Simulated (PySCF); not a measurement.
C4H5FO2.
SMILES: `CCOC(F)=C=O`

The closed-shell SCF was solved with PySCF and density fitting under several settings on one GFN2-xTB geometry (grid level 2 and gas phase unless stated).

| settings | basis functions | SCF cycles | E (Eh) | HOMO (eV) | LUMO (eV) | dipole (D) |
| --- | --- | --- | --- | --- | --- | --- |
| PBE0/def2-SVP | 123 | 15 | -404.9004 | -6.40 | -1.84 | 2.48 |
| PBE0/pcseg-1 | 123 | 15 | -405.1192 | -6.58 | -2.00 | 2.68 |

Problem. Estimate the rows for these settings: (1) PBE0/6-311+G(2d,p), fitting basis def2-qzvpp-jkfit; (2) PBE0/pcSseg-0.

Solution. 
| settings | basis functions | SCF cycles | E (Eh) | HOMO (eV) | LUMO (eV) | dipole (D) |
| --- | --- | --- | --- | --- | --- | --- |
| PBE0/6-311+G(2d,p), fitting basis def2-qzvpp-jkfit | 219 | 12 | -405.3305 | -6.58 | -2.03 | 2.60 |
| PBE0/pcSseg-0 | 73 | 14 | -404.2494 | -6.60 | -2.20 | 2.80 |

Problem. Over all rows, what range does the HOMO–LUMO gap span?

Solution. From 4.40 eV (PBE0/pcSseg-0) to 4.58 eV (PBE0/pcseg-1).

Problem. And the dipole moment?

Solution. From 2.48 D (PBE0/def2-SVP) to 2.80 D (PBE0/pcSseg-0); the largest is 1.13 times the smallest, and the median is 2.64 D.

Problem. Compare two rows with the functional PBE0: PBE0/pcseg-1 and PBE0/6-311+G(2d,p), fitting basis def2-qzvpp-jkfit. Which energy is lower, and by how much?

Solution. PBE0/6-311+G(2d,p), fitting basis def2-qzvpp-jkfit (219 functions) lies 0.2113 Eh or 133 kcal/mol below PBE0/pcseg-1 (123 functions).

Whole jobs, the steps after the SCF included, on one thread of an AMD EPYC 9R14 (shared host):

```json
{"settings": "PBE0/def2-SVP", "work after the SCF": "spin–spin couplings from 10 perturbed nuclei, spin–dipole term for 1 of them", "wall time": "8.0 s", "peak memory": "0.65 GiB"}
{"settings": "PBE0/pcseg-1", "work after the SCF": "shieldings", "wall time": "6.2 s", "peak memory": "0.60 GiB"}
{"settings": "PBE0/6-311+G(2d,p), fitting basis def2-qzvpp-jkfit", "work after the SCF": "shieldings", "wall time": "16 s", "peak memory": "0.75 GiB"}
{"settings": "PBE0/pcSseg-0", "work after the SCF": "shieldings", "wall time": "3.1 s", "peak memory": "0.45 GiB"}
```

Cycle counts include a coarse-grid stage where the run had one. All basis functions are spherical, in the Pople sets too.

Conformer computed: `[CH3:1][CH2:2][O:3][C:4]([F:5])=[C:6]=[O:7]`: C1–C2–O3–C4 178°, C2–O3–C4–F5 -63°.

One conformer stands for the species.
